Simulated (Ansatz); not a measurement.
Ansatz (a program for electronic structure) input (RI-MP2/cc-pV(Q+d)Z):
A basis named .json is the Basis Set Exchange file of that set.

Ansatz 0.2 input:
```yaml
crystal:
  periodic: [false, false, false]
  atoms:
    - {symbol: C, position_ang: [2.79482626, -0.07537439, 0.85479247]}
    - {symbol: O, position_ang: [1.57203389, -0.71671400, 0.56789733]}
    - {symbol: C, position_ang: [0.56497534, 0.18632835, 0.14676285]}
    - {symbol: C, position_ang: [-0.70767942, -0.58644617, -0.13823303]}
    - {symbol: Si, position_ang: [-2.14480481, 0.48566262, -0.71124093]}
    - {symbol: H, position_ang: [3.19521376, 0.44016958, -0.02807278]}
    - {symbol: H, position_ang: [2.68367594, 0.65867820, 1.66371717]}
    - {symbol: H, position_ang: [3.50017453, -0.84380025, 1.16731353]}
    - {symbol: H, position_ang: [0.90291792, 0.72322257, -0.75190047]}
    - {symbol: H, position_ang: [0.39456752, 0.94036965, 0.92934781]}
    - {symbol: H, position_ang: [-1.01114617, -1.12665574, 0.76307221]}
    - {symbol: H, position_ang: [-0.50727654, -1.34188882, -0.90335698]}
    - {symbol: H, position_ang: [-2.48734428, 1.49602955, 0.31994570]}
    - {symbol: H, position_ang: [-1.79685303, 1.20107913, -1.96369024]}
    - {symbol: H, position_ang: [-3.33566661, -0.35981528, -0.96211525]}
basis:
  gaussian:
    orbitals: cc-pV_Q+d_Z.json
    fitting: {mean_field: def2-universal-jkfit, correlation: cc-pVQZ-RIFIT.json}
magnetization: {spin_polarized: false}
correlation: {method: mp2, electrons: outside_noble_gas}
```

End of the output:

```
integrals: 1.25 GiB planned
610 factors; integrals over basis functions are off by at most 6.0e0 eV
1.21 GiB of device memory are held for the factors and their scratch space
mean field: 2.79 GiB planned
mean field evaluation 1: about -13147.7573 eV, gradient 3.6e1 eV
mean field evaluation 2: about -13150.7867 eV, gradient 1.6e1 eV
mean field evaluation 4: about -13151.4186 eV, gradient 1.2e0 eV
mean field evaluation 8: about -13151.4230 eV, gradient 1.3e-6 eV
mean field -13151.42304938 eV, -483.3058827102 hartree, gradient 1.3e-6 eV, S^2 0.000000; 0 other end points of the search recorded, 0 dependent functions left out
9 core orbitals not correlated
1236 factors; their error is unknown
reference -13151.42304938 eV, -483.3058827102 hartree; 16, 16 occupied and 559, 559 virtual orbitals, 1236 factors
second order -26.00349387 eV of doubles, -0.00000000 eV of singles
Total energy: -13177.42654325 eV, -484.2614934841 hartree
```
